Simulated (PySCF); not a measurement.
Al(Cl)(H)(SeH) (AlClH2Se), SMILES [Cl][AlH][SeH]. The structure is a stationary point at PBE0-D3(BJ)/def2-TZVP. Other conformers were not sampled.

Computed equilibrium geometry at PBE0-D3(BJ)/def2-TZVP (PySCF confirms it by a frequency run) as a Z-matrix, and its point group (one conformer of several):
point group Cs.
```
Al
H 1 1.5697
Cl 1 2.0939 2 120.29
Se 1 2.3035 2 120.84 3 180.00
H 4 1.4694 1 91.26 2 180.00
```
